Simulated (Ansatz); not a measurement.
One change: `C=C(O)S[SiH3]` becomes `C=[C](O)[GaH][CH3]`.

Ansatz, PBE0-D4/def2-TZVP geometries, multiplicity 1. Each molecule was computed in one conformer, which needn't be the lowest.

Scalar relativity is left out up to krypton.

```json
{"property": "size of the dipole moment (ωB97M-V/def2-TZVPP) / D", "`C=C(O)S[SiH3]`": "1.17"}
{"property": "HOMO energy (B3LYP/def2-TZVPP) / eV", "`C=C(O)S[SiH3]`": "-6.67"}
{"property": "LUMO energy (PBE0/def2-TZVPP) / eV", "`C=C(O)S[SiH3]`": "-0.31"}
{"property": "HOMO energy (PBE0/def2-TZVPP) / eV", "`C=C(O)S[SiH3]`": "-6.89"}
{"property": "LUMO energy (PBE/def2-TZVPP) / eV", "`C=C(O)S[SiH3]`": "-1.22"}
{"property": "zero-point energy (PBE0-D4/def2-TZVP) / kJ/mol", "`C=C(O)S[SiH3]`": "193.9"}
```

(1) What does the change do to each property? (An estimate is asked.)

## Answers

(1) The calculation gave: 
| property | `C=[C](O)[GaH][CH3]` | shift |
| --- | --- | --- |
| size of the dipole moment (ωB97M-V/def2-TZVPP) / D | 0.74 | -0.43 |
| HOMO energy (B3LYP/def2-TZVPP) / eV | -6.59 | 0.08 |
| LUMO energy (PBE0/def2-TZVPP) / eV | -1.32 | -1.01 |
| HOMO energy (PBE0/def2-TZVPP) / eV | -6.81 | 0.08 |
| LUMO energy (PBE/def2-TZVPP) / eV | -2.13 | -0.91 |
| zero-point energy (PBE0-D4/def2-TZVP) / kJ/mol | 232.9 | 39.0 |

With PBE0 the HOMO rises by 0.08 eV and the LUMO falls by 1.01 eV, so the gap narrows by about 1.09 eV. PBE moves the HOMO by 0.09 eV and ωB97M-V by 0.04 eV. The zero-point energy changes by 39.0 kJ/mol with +3 modes. Dipoles are sizes alone; their direction can turn.

Positive LUMOs are unbound, so they and the gaps depend on the basis.

B3LYP here is the variant with VWN-RPA as its local correlation; programs differ in this.
